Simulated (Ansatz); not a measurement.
Consider the redistribution: `O=CB[SiH3]` + `[SiH3]C[O][SnH3]` → `[SiH3]BOC[SiH3]` + `O=[CH][SnH3]`.

Isolated molecules relaxed with PBE0-D4/def2-TZVP in Ansatz; ΔE leaves out vibrations. CCSD(T)/CBS is the MP2 limit (def2-TZVPP, def2-QZVPP) plus CCSD(T) − MP2 in def2-TZVPP, frozen cores. Functionals use def2-TZVPP. B3LYP here is the variant with VWN-RPA as its local correlation; programs differ in this. def2 core potentials past Kr. For Sn outer-core shells are correlated without core-valence functions, which leaves a few kJ/mol of doubt a bond. Each species was taken in one conformer, which may not be the lowest.

| level | ΔE (kJ/mol) |
| --- | --- |
| B3LYP-D4 | -99.3 |
| MP2/def2-QZVPP | -90.7 |

Q: What does CCSD(T)/CBS give? (Estimate.)

A: Ansatz gave: -92.9 kJ/mol. The listed levels differ from it by -6.4, 2.2 kJ/mol.

Largest T1 diagnostic among the species: 0.021, so the coupled-cluster value is less sure than usual.

From PBE to PBE0 (25 % exact exchange), in def2-TZVPP and without D4, ΔE moves by −5.2 kJ/mol.
